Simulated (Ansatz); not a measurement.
## Molecular dynamics of SiH5Cl

The input (input.yaml):

```yaml
accuracy: low
crystal:
  lattice:
    - [7.705994, 0.0, 0.0]
    - [0.0, 7.705994, 0.0]
    - [0.0, 0.0, 7.705994]
  atoms:
    - { symbol: Cl, position: [0.64910899, 0.4942534, 0.84067449] }
    - { symbol: H, position: [0.64808354, 0.38213893, 0.97384967] }
    - { symbol: Cl, position: [0.27904411, 0.49681214, 0.60522553] }
    - { symbol: H, position: [0.41021848, 0.48047759, 0.71657728] }
    - { symbol: Cl, position: [0.69258659, 0.20822897, 0.1488776] }
    - { symbol: H, position: [0.82074273, 0.14957124, 0.0486968] }
    - { symbol: Cl, position: [0.36632885, 0.87654854, 0.90369133] }
    - { symbol: H, position: [0.28889475, 0.9332152, 0.76315547] }
    - { symbol: Si, position: [0.18076965, 0.41326252, 0.14457059] }
    - { symbol: H, position: [0.05684114, 0.45911942, 0.28721066] }
    - { symbol: H, position: [0.09264549, 0.28917971, 0.02327182] }
    - { symbol: H, position: [0.23292243, 0.57263221, 0.0466386] }
    - { symbol: H, position: [0.33791455, 0.3275836, 0.2191335] }
    - { symbol: Si, position: [0.19707581, 0.98458934, 0.40778278] }
    - { symbol: H, position: [0.37778533, 1.01239563, 0.34257562] }
    - { symbol: H, position: [0.19356886, 1.02852714, 0.59831109] }
    - { symbol: H, position: [0.07184744, 1.1045847, 0.32010148] }
    - { symbol: H, position: [0.14094378, 0.8003533, 0.38367467] }
    - { symbol: Si, position: [0.84896812, 0.95603237, 0.79878304] }
    - { symbol: H, position: [0.9595796, 1.088411, 0.89412479] }
    - { symbol: H, position: [0.75755952, 0.85105952, 0.93304584] }
    - { symbol: H, position: [0.72547828, 1.05552085, 0.68770508] }
    - { symbol: H, position: [0.96644088, 0.84599667, 0.69143035] }
    - { symbol: Si, position: [0.68332082, 0.72099221, 0.2993011] }
    - { symbol: H, position: [0.75306925, 0.88013147, 0.38738882] }
    - { symbol: H, position: [0.63487546, 0.59035842, 0.43461979] }
    - { symbol: H, position: [0.52593968, 0.76776623, 0.19519722] }
    - { symbol: H, position: [0.81979827, 0.64719227, 0.1824641] }
basis:
  ecutwfc: 420.0
kpoints:
  mp_grid: { grid: [1, 1, 1] }
hamiltonian:
  xc: lda
scf:
  occupations: { method: fermi_dirac, width: 0.05 }
  lower_state_search: "off"
md:
  timestep: 0.5
  n_steps: 300
  ensemble: nvt_langevin
  temperature: 1500.0
  initial_velocities: maxwell_boltzmann
  seed: 893859
  friction: 0.02
```

Command:

```bash
$ ansatz run input.yaml --threads 1 --pin off --max-ram 3072MiB --backend cpu --events-out ev --progress --plain --runs-dir out
```

It starts from a partly relaxed structure (largest force component 0.21 eV/Å).

Output, in part (step lines):

```
md step     0: t =     0.00 fs  T =  1446.4 K  F+E_penalty+E_count = -6924.58079564 eV  E_kin = 5.235030 eV  (8 SCF iters)
md step     1: t =     0.50 fs  T =  1424.6 K  F+E_penalty+E_count = -6924.50159106 eV  E_kin = 5.155929 eV  (7 SCF iters)
md step     2: t =     1.00 fs  T =  1344.1 K  F+E_penalty+E_count = -6924.26967485 eV  E_kin = 4.864517 eV  (7 SCF iters)
md step     3: t =     1.50 fs  T =  1198.0 K  F+E_penalty+E_count = -6923.92712239 eV  E_kin = 4.335733 eV  (7 SCF iters)
md step     4: t =     2.00 fs  T =  1058.3 K  F+E_penalty+E_count = -6923.53440168 eV  E_kin = 3.830182 eV  (7 SCF iters)
md step     5: t =     2.50 fs  T =   948.0 K  F+E_penalty+E_count = -6923.15667350 eV  E_kin = 3.430970 eV  (5 SCF iters)
md step     6: t =     3.00 fs  T =   870.6 K  F+E_penalty+E_count = -6922.85091973 eV  E_kin = 3.151081 eV  (5 SCF iters)
md step     7: t =     3.50 fs  T =   828.9 K  F+E_penalty+E_count = -6922.63483463 eV  E_kin = 2.999924 eV  (6 SCF iters)
[... lines left out ...]
md step   300: t =   150.00 fs  T =  1190.8 K  F+E_penalty+E_count = -6921.11189378 eV  E_kin = 4.309769 eV  (7 SCF iters)
```

The steps, from the saved trajectory:

```json
{"time (fs)": "0.0", "T (K)": "1446", "potential energy less start (eV)": "0.000"}
{"time (fs)": "5.0", "T (K)": "986", "potential energy less start (eV)": "2.042"}
{"time (fs)": "10.0", "T (K)": "931", "potential energy less start (eV)": "2.296"}
{"time (fs)": "15.0", "T (K)": "1025", "potential energy less start (eV)": "2.262"}
{"time (fs)": "20.0", "T (K)": "890", "potential energy less start (eV)": "2.876"}
{"time (fs)": "25.0", "T (K)": "1188", "potential energy less start (eV)": "2.161"}
{"time (fs)": "30.0", "T (K)": "939", "potential energy less start (eV)": "3.234"}
{"time (fs)": "35.0", "T (K)": "1314", "potential energy less start (eV)": "2.983"}
{"time (fs)": "40.0", "T (K)": "1296", "potential energy less start (eV)": "2.751"}
{"time (fs)": "45.0", "T (K)": "1336", "potential energy less start (eV)": "2.990"}
{"time (fs)": "50.0", "T (K)": "1505", "potential energy less start (eV)": "2.732"}
{"time (fs)": "55.0", "T (K)": "1224", "potential energy less start (eV)": "4.074"}
{"time (fs)": "60.0", "T (K)": "1270", "potential energy less start (eV)": "3.810"}
{"time (fs)": "65.0", "T (K)": "1523", "potential energy less start (eV)": "3.195"}
{"time (fs)": "70.0", "T (K)": "984", "potential energy less start (eV)": "5.260"}
{"time (fs)": "75.0", "T (K)": "1089", "potential energy less start (eV)": "4.260"}
{"time (fs)": "80.0", "T (K)": "1134", "potential energy less start (eV)": "4.544"}
{"time (fs)": "85.0", "T (K)": "1317", "potential energy less start (eV)": "4.372"}
{"time (fs)": "90.0", "T (K)": "1442", "potential energy less start (eV)": "4.037"}
{"time (fs)": "95.0", "T (K)": "1465", "potential energy less start (eV)": "4.410"}
{"time (fs)": "100.0", "T (K)": "1575", "potential energy less start (eV)": "3.579"}
{"time (fs)": "105.0", "T (K)": "1518", "potential energy less start (eV)": "3.787"}
{"time (fs)": "110.0", "T (K)": "1320", "potential energy less start (eV)": "3.413"}
{"time (fs)": "115.0", "T (K)": "1260", "potential energy less start (eV)": "2.928"}
{"time (fs)": "120.0", "T (K)": "1208", "potential energy less start (eV)": "3.585"}
{"time (fs)": "125.0", "T (K)": "1463", "potential energy less start (eV)": "2.870"}
{"time (fs)": "130.0", "T (K)": "1218", "potential energy less start (eV)": "3.063"}
{"time (fs)": "135.0", "T (K)": "1310", "potential energy less start (eV)": "2.878"}
{"time (fs)": "140.0", "T (K)": "1322", "potential energy less start (eV)": "3.335"}
{"time (fs)": "145.0", "T (K)": "1351", "potential energy less start (eV)": "3.183"}
{"time (fs)": "150.0", "T (K)": "1191", "potential energy less start (eV)": "3.469"}
```

The run went to its last step. The mean temperature of the second half is 12 % below the set value. A run of 0.15 ps of so small a system gives no equilibrium averages. Limits of this set-up: coarse k mesh, low accuracy level.

Mean squared displacements from the first frame to the last, about the centre of mass: Cl 0.27 Å², H 4.73 Å², Si 0.37 Å².

Last frame:

```xyz
28
Lattice="7.7060 0.0000 0.0000 0.0000 7.7060 0.0000 0.0000 0.0000 7.7060" Properties=species:S:1:pos:R:3
Cl 5.608 3.802 6.483
H 5.435 4.731 7.506
Cl 1.986 3.953 5.228
H 1.196 2.797 5.072
Cl 5.165 1.574 1.162
H 6.372 1.915 0.656
Cl 2.895 7.127 7.028
H 3.822 6.323 7.271
Si 1.152 3.312 0.888
H 1.425 2.171 0.098
H 2.106 3.221 1.960
H 0.770 4.673 0.333
H -0.068 2.781 1.681
Si 1.517 6.663 2.666
H 0.082 6.246 3.369
H 1.372 7.426 1.387
H 2.240 7.424 3.729
H 2.394 5.476 2.703
Si 6.405 6.773 6.202
H 5.491 6.286 4.884
H 7.430 7.803 5.429
H 6.115 7.436 7.544
H 7.436 5.698 6.184
Si 5.497 5.564 1.911
H 5.218 6.438 2.946
H 4.923 4.243 2.157
H 4.526 6.017 0.583
H 6.743 5.696 1.299
```

The run took 4.9 min on 1 thread of Arm Neoverse V2 (shared host), peak memory 0.38 GiB.
